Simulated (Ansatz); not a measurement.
Ansatz (a quantum-chemistry and plane-wave program) input (B3LYP-D3(BJ)/def2-TZVP):

Ansatz 0.2 input:
```yaml
crystal:
  periodic: [false, false, false]
  atoms:
    - {symbol: C, position_ang: [-1.26801049, -0.40651276, 0.55233076]}
    - {symbol: C, position_ang: [-1.16100573, 1.05445510, 0.12153181]}
    - {symbol: C, position_ang: [0.16412589, 1.37139503, -0.46271908]}
    - {symbol: C, position_ang: [1.25218677, 0.45646282, -0.47479052]}
    - {symbol: C, position_ang: [0.92219975, -1.03373633, -0.47062077]}
    - {symbol: C, position_ang: [-0.58448941, -1.28408459, -0.48985968]}
    - {symbol: S, position_ang: [2.33237699, 0.85632200, 1.16170189]}
    - {symbol: H, position_ang: [-0.78037218, -0.55217528, 1.51896418]}
    - {symbol: H, position_ang: [-2.31702052, -0.68531653, 0.66429265]}
    - {symbol: H, position_ang: [-1.92969681, 1.27456045, -0.63133150]}
    - {symbol: H, position_ang: [-1.37413229, 1.72367016, 0.96566456]}
    - {symbol: H, position_ang: [0.34829091, 2.39640290, -0.74411228]}
    - {symbol: H, position_ang: [2.02200536, 0.71600069, -1.20034242]}
    - {symbol: H, position_ang: [1.38391102, -1.50065926, -1.34251438]}
    - {symbol: H, position_ang: [1.35236309, -1.50736667, 0.41331340]}
    - {symbol: H, position_ang: [-0.98793712, -1.04638875, -1.47665519]}
    - {symbol: H, position_ang: [-0.77768269, -2.33922573, -0.29052514]}
    - {symbol: H, position_ang: [1.31790439, 0.67848339, 2.00155364]}
basis:
  gaussian:
    orbitals: def2-TZVP
hamiltonian:
  xc: b3lyp
  dispersion: d3bj
magnetization: {spin_polarized: true, initial_magnetization: 1}
relax: {f_tol: 0.002, max_steps: 150}
```

Output:

```
Functional definition: B3LYP
integrals: 0.32 GiB planned
1835 factors; their error is unknown
0.41 GiB of the device are held for the grids
2.07 GiB of device memory are held for the factors and their scratch space
mean field: 2.53 GiB planned
mean field evaluation 1: about -17218.0617 eV, gradient 6.4e1 eV
mean field evaluation 2: about -17141.7850 eV, gradient 1.3e2 eV
mean field evaluation 4: about -17237.4589 eV, gradient 1.5e1 eV
mean field evaluation 8: about -17238.7460 eV, gradient 2.0e-1 eV
mean field evaluation 16: about -17238.7225 eV, gradient 9.2e-3 eV
mean field -17238.72246544 eV, -633.5113657790 hartree, gradient 6.7e-5 eV, S^2 0.759428; 0 other end points of the search recorded, 0 dependent functions left out
the calculation of the forces begins
reference -17238.72277959 eV, -633.5113773239 hartree; 32, 31 occupied and 257, 258 virtual orbitals, 1835 factors
relax step   1: F+E_penalty+E_count = -17239.59752739 eV  Δ(F+E_penalty+E_count) = +0.000e0 eV  max|allowed force component| = 1.020e0 eV/Å  Δτ_max = 0.0000 Å  (36 SCF iters, accepted)
these checks for a lower state are left out or cut short: starts, cluster_reference, orbital_swaps, neighbouring_geometries, increment
integrals: 0.32 GiB planned
1835 factors; their error is unknown
0.41 GiB of the device are held for the grids
2.07 GiB of device memory are held for the factors and their scratch space
mean field: 2.52 GiB planned
mean field -17238.77017976 eV, -633.5131192479 hartree, gradient 1.1e-5 eV, S^2 0.758930; 0 other end points of the search recorded, 0 dependent functions left out
the calculation of the forces begins
reference -17238.77049572 eV, -633.5131308594 hartree; 32, 31 occupied and 257, 258 virtual orbitals, 1835 factors
relax step   2: F+E_penalty+E_count = -17239.63428844 eV  Δ(F+E_penalty+E_count) = -3.676e-2 eV  max|allowed force component| = 5.882e-1 eV/Å  Δτ_max = 0.0684 Å  (38 SCF iters, accepted)
these checks for a lower state are left out or cut short: starts, cluster_reference, orbital_swaps, neighbouring_geometries, increment
integrals: 0.32 GiB planned
1835 factors; their error is unknown
0.41 GiB of the device are held for the grids
2.07 GiB of device memory are held for the factors and their scratch space
mean field: 2.52 GiB planned
mean field evaluation 32: about -17238.7843 eV, gradient 6.8e-4 eV
mean field -17238.78428370 eV, -633.5136375584 hartree, gradient 2.2e-5 eV, S^2 0.758252; 0 other end points of the search recorded, 0 dependent functions left out
the calculation of the forces begins
reference -17238.78460012 eV, -633.5136491864 hartree; 32, 31 occupied and 257, 258 virtual orbitals, 1835 factors
relax step   3: F+E_penalty+E_count = -17239.64715827 eV  Δ(F+E_penalty+E_count) = -1.287e-2 eV  max|allowed force component| = 3.365e-1 eV/Å  Δτ_max = 0.0241 Å  (37 SCF iters, accepted)
these checks for a lower state are left out or cut short: starts, cluster_reference, orbital_swaps, neighbouring_geometries, increment
integrals: 0.32 GiB planned
1835 factors; their error is unknown
0.41 GiB of the device are held for the grids
2.07 GiB of device memory are held for the factors and their scratch space
mean field: 2.53 GiB planned
mean field -17238.77557282 eV, -633.5133174394 hartree, gradient 2.2e-5 eV, S^2 0.755657; 0 other end points of the search recorded, 0 dependent functions left out
the calculation of the forces begins
reference -17238.77589051 eV, -633.5133291143 hartree; 32, 31 occupied and 257, 258 virtual orbitals, 1835 factors
relax step   4: F+E_penalty+E_count = -17239.64418209 eV  Δ(F+E_penalty+E_count) = +2.976e-3 eV  max|allowed force component| = 6.876e-1 eV/Å  Δτ_max = 0.0822 Å  (39 SCF iters, rejected (line search))
these checks for a lower state are left out or cut short: starts, cluster_reference, orbital_swaps, neighbouring_geometries, increment
integrals: 0.32 GiB planned
1835 factors; their error is unknown
[...]
reference -17238.79845859 eV, -633.5141584761 hartree; 32, 31 occupied and 257, 258 virtual orbitals, 1835 factors
relax step   6: F+E_penalty+E_count = -17239.66572991 eV  Δ(F+E_penalty+E_count) = -8.421e-4 eV  max|allowed force component| = 1.963e-2 eV/Å  Δτ_max = 0.0171 Å  (37 SCF iters, accepted)
these checks for a lower state are left out or cut short: starts, cluster_reference, orbital_swaps, neighbouring_geometries, increment
integrals: 0.32 GiB planned
1835 factors; their error is unknown
0.41 GiB of the device are held for the grids
2.07 GiB of device memory are held for the factors and their scratch space
mean field: 2.53 GiB planned
mean field evaluation 64: about -17238.7978 eV, gradient 2.2e-5 eV
mean field -17238.79783685 eV, -633.5141356274 hartree, gradient 2.4e-5 eV, S^2 0.756318; 0 other end points of the search recorded, 0 dependent functions left out
the calculation of the forces begins
reference -17238.79815363 eV, -633.5141472689 hartree; 32, 31 occupied and 257, 258 virtual orbitals, 1835 factors
relax step   7: F+E_penalty+E_count = -17239.66579091 eV  Δ(F+E_penalty+E_count) = -6.100e-5 eV  max|allowed force component| = 1.255e-2 eV/Å  Δτ_max = 0.0111 Å  (37 SCF iters, accepted)
these checks for a lower state are left out or cut short: starts, cluster_reference, orbital_swaps, neighbouring_geometries, increment
integrals: 0.32 GiB planned
1835 factors; their error is unknown
0.41 GiB of the device are held for the grids
2.07 GiB of device memory are held for the factors and their scratch space
mean field: 2.53 GiB planned
mean field -17238.79720575 eV, -633.5141124349 hartree, gradient 2.4e-5 eV, S^2 0.756315; 0 other end points of the search recorded, 0 dependent functions left out
the calculation of the forces begins
reference -17238.79752249 eV, -633.5141240749 hartree; 32, 31 occupied and 257, 258 virtual orbitals, 1835 factors
relax step   8: F+E_penalty+E_count = -17239.66590287 eV  Δ(F+E_penalty+E_count) = -1.120e-4 eV  max|allowed force component| = 5.911e-3 eV/Å  Δτ_max = 0.0110 Å  (37 SCF iters, accepted)
these checks for a lower state are left out or cut short: starts, cluster_reference, orbital_swaps, neighbouring_geometries, increment
integrals: 0.32 GiB planned
1835 factors; their error is unknown
0.41 GiB of the device are held for the grids
2.07 GiB of device memory are held for the factors and their scratch space
mean field: 2.53 GiB planned
mean field -17238.79615164 eV, -633.5140736969 hartree, gradient 2.5e-5 eV, S^2 0.756318; 0 other end points of the search recorded, 0 dependent functions left out
the calculation of the forces begins
reference -17238.79646833 eV, -633.5140853351 hartree; 32, 31 occupied and 257, 258 virtual orbitals, 1835 factors
relax step   9: F+E_penalty+E_count = -17239.66601541 eV  Δ(F+E_penalty+E_count) = -1.125e-4 eV  max|allowed force component| = 8.403e-3 eV/Å  Δτ_max = 0.0227 Å  (36 SCF iters, accepted)
these checks for a lower state are left out or cut short: starts, cluster_reference, orbital_swaps, neighbouring_geometries, increment
integrals: 0.32 GiB planned
1835 factors; their error is unknown
0.41 GiB of the device are held for the grids
2.07 GiB of device memory are held for the factors and their scratch space
mean field: 2.53 GiB planned
mean field -17238.79564021 eV, -633.5140549024 hartree, gradient 2.5e-5 eV, S^2 0.756325; 0 other end points of the search recorded, 0 dependent functions left out
the calculation of the forces begins
reference -17238.79595692 eV, -633.5140665413 hartree; 32, 31 occupied and 257, 258 virtual orbitals, 1835 factors
relax step  10: F+E_penalty+E_count = -17239.66606232 eV  Δ(F+E_penalty+E_count) = -4.691e-5 eV  max|allowed force component| = 1.136e-2 eV/Å  Δτ_max = 0.0119 Å  (37 SCF iters, accepted)
these checks for a lower state are left out or cut short: starts, cluster_reference, orbital_swaps, neighbouring_geometries, increment
integrals: 0.32 GiB planned
1835 factors; their error is unknown
0.41 GiB of the device are held for the grids
2.07 GiB of device memory are held for the factors and their scratch space
mean field: 2.53 GiB planned
mean field -17238.79527541 eV, -633.5140414961 hartree, gradient 2.5e-5 eV, S^2 0.756328; 0 other end points of the search recorded, 0 dependent functions left out
the calculation of the forces begins
reference -17238.79559216 eV, -633.5140531365 hartree; 32, 31 occupied and 257, 258 virtual orbitals, 1835 factors
relax step  11: F+E_penalty+E_count = -17239.66609653 eV  Δ(F+E_penalty+E_count) = -3.421e-5 eV  max|allowed force component| = 4.733e-3 eV/Å  Δτ_max = 0.0111 Å  (37 SCF iters, accepted)
these checks for a lower state are left out or cut short: starts, cluster_reference, orbital_swaps, neighbouring_geometries, increment
integrals: 0.32 GiB planned
1835 factors; their error is unknown
0.41 GiB of the device are held for the grids
2.07 GiB of device memory are held for the factors and their scratch space
mean field: 2.53 GiB planned
mean field evaluation 96: about -17238.7943 eV, gradient 5.4e-1 eV
mean field -17238.79514705 eV, -633.5140367790 hartree, gradient 2.4e-5 eV, S^2 0.756333; 0 other end points of the search recorded, 0 dependent functions left out
the calculation of the forces begins
reference -17238.79546387 eV, -633.5140484221 hartree; 32, 31 occupied and 257, 258 virtual orbitals, 1835 factors
relax step  12: F+E_penalty+E_count = -17239.66611980 eV  Δ(F+E_penalty+E_count) = -2.327e-5 eV  max|allowed force component| = 7.043e-3 eV/Å  Δτ_max = 0.0111 Å  (36 SCF iters, accepted)
these checks for a lower state are left out or cut short: starts, cluster_reference, orbital_swaps, neighbouring_geometries, increment
integrals: 0.32 GiB planned
1835 factors; their error is unknown
0.41 GiB of the device are held for the grids
2.07 GiB of device memory are held for the factors and their scratch space
mean field: 2.53 GiB planned
mean field -17238.79486849 eV, -633.5140265421 hartree, gradient 2.4e-5 eV, S^2 0.756334; 0 other end points of the search recorded, 0 dependent functions left out
the calculation of the forces begins
reference -17238.79518533 eV, -633.5140381858 hartree; 32, 31 occupied and 257, 258 virtual orbitals, 1835 factors
relax step  13: F+E_penalty+E_count = -17239.66613430 eV  Δ(F+E_penalty+E_count) = -1.451e-5 eV  max|allowed force component| = 4.116e-3 eV/Å  Δτ_max = 0.0073 Å  (37 SCF iters, accepted)
these checks for a lower state are left out or cut short: starts, cluster_reference, orbital_swaps, neighbouring_geometries, increment
integrals: 0.32 GiB planned
1835 factors; their error is unknown
0.41 GiB of the device are held for the grids
2.07 GiB of device memory are held for the factors and their scratch space
mean field: 2.53 GiB planned
mean field -17238.79484436 eV, -633.5140256554 hartree, gradient 2.4e-5 eV, S^2 0.756334; 0 other end points of the search recorded, 0 dependent functions left out
the calculation of the forces begins
reference -17238.79516120 eV, -633.5140372990 hartree; 32, 31 occupied and 257, 258 virtual orbitals, 1835 factors
relax step  14: F+E_penalty+E_count = -17239.66613913 eV  Δ(F+E_penalty+E_count) = -4.826e-6 eV  max|allowed force component| = 1.709e-3 eV/Å  Δτ_max = 0.0023 Å  (37 SCF iters, accepted)
integrals: 0.32 GiB planned
1835 factors; their error is unknown
0.41 GiB of the device are held for the grids
2.07 GiB of device memory are held for the factors and their scratch space
mean field: 2.53 GiB planned
mean field evaluation 128: about -17238.8192 eV, gradient 4.4e-1 eV
mean field -17238.79484436 eV, -633.5140256554 hartree, gradient 2.4e-5 eV, S^2 0.756334; 1 other end points of the search recorded, 0 dependent functions left out
the calculation of the forces begins
reference -17238.79516120 eV, -633.5140372990 hartree; 32, 31 occupied and 257, 258 virtual orbitals, 1835 factors
Total energy: -17239.66645597 eV, -633.5460567911 hartree
Atom 0 at    -1.269476    -0.397135     0.553533 Å, force    -0.001552    -0.000117    -0.000372 eV/Å
Atom 1 at    -1.161003     1.068859     0.117089 Å, force     0.000175    -0.001010     0.000301 eV/Å
Atom 2 at     0.160034     1.383972    -0.496689 Å, force     0.001709     0.000143    -0.000558 eV/Å
Atom 3 at     1.298095     0.464096    -0.404020 Å, force     0.000020     0.000714     0.000986 eV/Å
Atom 4 at     0.931485    -1.038152    -0.489996 Å, force     0.000548    -0.001449    -0.001592 eV/Å
Atom 5 at    -0.579751    -1.293515    -0.471506 Å, force     0.000650     0.001358     0.000332 eV/Å
Atom 6 at     2.291223     0.870803     1.174813 Å, force    -0.000758     0.000543     0.000350 eV/Å
Atom 7 at    -0.795880    -0.537389     1.530357 Å, force    -0.000304    -0.000288     0.000142 eV/Å
Atom 8 at    -2.318304    -0.673079     0.675480 Å, force    -0.000161    -0.000142     0.000825 eV/Å
Atom 9 at    -1.952829     1.291465    -0.610721 Å, force    -0.000087    -0.000072     0.000182 eV/Å
Atom 10 at    -1.363339     1.738499     0.964819 Å, force     0.000014    -0.000232    -0.000485 eV/Å
Atom 11 at     0.349337     2.397189    -0.827841 Å, force    -0.000235     0.000220     0.000069 eV/Å
Atom 12 at     2.049301     0.714662    -1.152238 Å, force    -0.000027    -0.000746    -0.000556 eV/Å
Atom 13 at     1.364040    -1.451572    -1.403649 Å, force    -0.000063    -0.000018     0.001029 eV/Å
Atom 14 at     1.399141    -1.568344     0.339221 Å, force    -0.000367     0.000576    -0.001097 eV/Å
Atom 15 at    -1.006900    -1.092493    -1.459186 Å, force    -0.000139    -0.000123     0.000284 eV/Å
Atom 16 at    -0.765587    -2.348090    -0.257915 Å, force     0.000045     0.000443    -0.000197 eV/Å
Atom 17 at     1.285428     0.642510     2.034330 Å, force     0.000533     0.000200     0.000357 eV/Å
Dipole moment:    -0.341975    -0.127789    -0.152194 e Å
```

It need not be the lowest isomer of its formula.
